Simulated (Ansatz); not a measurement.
A nudged elastic band was laid between two geometries of a periodic cell of 20 atoms, HC18N (surface graphene monolayer, adsorbate NH).

Method: DFT PBE, scalar-relativistic, plane waves, PAW (Ansatz 0.2.0). Settings: PAW set soft_1, cutoff 420 eV, k mesh 2x2x1, fermi-dirac smearing 0.02 eV, no spin polarisation.

```json
{"movable images": "5", "climbing image": "yes", "spring": "5.0 eV/Å²", "optimiser": "quadratic models (default)", "start path": "IDPP", "force threshold": "0.05 eV/Å", "iteration limit": "48", "end points": "relaxed"}
```

Image 0:

```xyz
20
Lattice="7.3980 0.0000 0.0000 -3.6990 6.4069 0.0000 0.0000 0.0000 13.0000" Properties=species:S:1:pos:R:3
C 0.030 -0.004 0.993
C 1.271 0.705 0.937
C -1.186 2.121 0.928
C 0.033 2.825 0.929
C -2.428 4.241 0.937
C -1.187 4.950 0.988
C 2.512 -0.005 0.988
C 3.709 0.706 1.028
C 1.272 2.113 0.933
C 2.513 2.825 0.928
C 0.010 4.240 1.028
C 1.273 4.918 1.334
C 4.972 0.028 1.333
C 6.236 0.710 1.029
C 3.732 2.120 0.929
C 4.971 2.833 0.933
C 2.537 4.236 1.029
C 3.729 4.949 0.993
N 1.324 5.676 2.618
H 0.377 5.676 3.017
```

Image 6:

```xyz
20
Lattice="7.3980 0.0000 0.0000 -3.6990 6.4069 0.0000 0.0000 0.0000 13.0000" Properties=species:S:1:pos:R:3
C 0.026 -0.013 0.917
C 1.256 0.702 0.895
C -1.209 2.125 0.828
C 0.015 2.843 0.839
C -2.440 4.241 0.882
C -1.211 4.953 0.864
C 2.492 -0.020 0.904
C 3.691 0.670 1.003
C 1.250 2.126 0.901
C 2.458 2.852 0.973
C -0.006 4.243 0.932
C 1.240 4.931 1.271
C 4.965 0.026 1.216
C 6.212 0.707 0.920
C 3.713 2.122 1.230
C 4.978 2.841 0.911
C 2.501 4.246 1.007
C 3.718 4.957 0.950
N 1.248 5.733 2.493
H 0.039 8.562 2.356
```

Task: Which bonds break or form, and what moves?

Result: Contacts lost: N19–H20. Contacts made: C15–H20. The atom that moves furthest is H20, by 2.98 Å; four of its nearest neighbours are N19 1.03, C12 2.05, C13 2.05, C11 2.48 Å at the first end and C15 1.13, C10 2.01, C8 2.01, C16 2.02 Å at the last.

Task: Give the energies along the band, and the barrier.

Result: It converged. The highest image is number 5 of 0 to 6, 3.57 eV above the first end and 0.55 eV above the last; the last end lies 3.02 eV above the first. The profile has 2 maxima (images 2, 5) with wells between them (image 3): this band takes more than one step, which may be the mechanism or a detour left from its start path. Neighbouring images differ by up to 2.3 eV, so the band resolves the path poorly. By the program's own check the climbing image is of a kind that is not told: the force calls were inconclusive, a negative curvature could not be distinguished from the path's own, the only one lies far off the path, or fixed occupations may fill a level only in part (lowest curvatures found: -8.81 and 0.83 eV/Å²). Limits of this set-up: coarse k mesh, slab without dipole correction, a typed lattice constant that wasn't relaxed here.

```json
{"image": "0", "path coordinate (Å)": "0.00", "energy (eV)": "0.00", "N19–H20 (Å)": "1.03", "C15–H20 (Å)": "3.55"}
{"image": "1", "path coordinate (Å)": "0.58", "energy (eV)": "0.44", "N19–H20 (Å)": "1.06", "C15–H20 (Å)": "2.98"}
{"image": "2", "path coordinate (Å)": "1.17", "energy (eV)": "2.72", "N19–H20 (Å)": "1.53", "C15–H20 (Å)": "2.47"}
{"image": "3", "path coordinate (Å)": "1.75", "energy (eV)": "2.69", "N19–H20 (Å)": "2.18", "C15–H20 (Å)": "2.14"}
{"image": "4", "path coordinate (Å)": "2.34", "energy (eV)": "2.75", "N19–H20 (Å)": "2.43", "C15–H20 (Å)": "1.84"}
{"image": "5", "path coordinate (Å)": "2.92", "energy (eV)": "3.57", "N19–H20 (Å)": "2.67", "C15–H20 (Å)": "1.29"}
{"image": "6", "path coordinate (Å)": "3.70", "energy (eV)": "3.02", "N19–H20 (Å)": "3.08", "C15–H20 (Å)": "1.13"}
```

Task: What is the geometry of the highest image?

Result: 
```xyz
20
Lattice="7.3980 0.0000 0.0000 -3.6990 6.4069 0.0000 0.0000 0.0000 13.0000" Properties=species:S:1:pos:R:3
C 0.029 -0.001 0.951
C 1.262 0.709 0.913
C -1.196 2.132 0.885
C 0.024 2.848 0.903
C -2.439 4.257 0.929
C -1.204 4.966 0.963
C 2.484 -0.017 0.963
C 3.705 0.691 1.047
C 1.262 2.132 0.910
C 2.483 2.857 0.917
C 0.006 4.252 1.015
C 1.264 4.924 1.322
C 4.986 0.036 1.324
C 6.223 0.720 0.968
C 3.725 2.148 0.984
C 4.978 2.851 0.931
C 2.516 4.257 0.996
C 3.724 4.970 0.966
N 1.321 5.701 2.560
H -0.091 7.920 2.098
```

The run took 35 min on 1 thread of Intel(R) Xeon(R) Platinum 8488C (Sapphire Rapids) (shared host), peak memory 1.1 GiB.
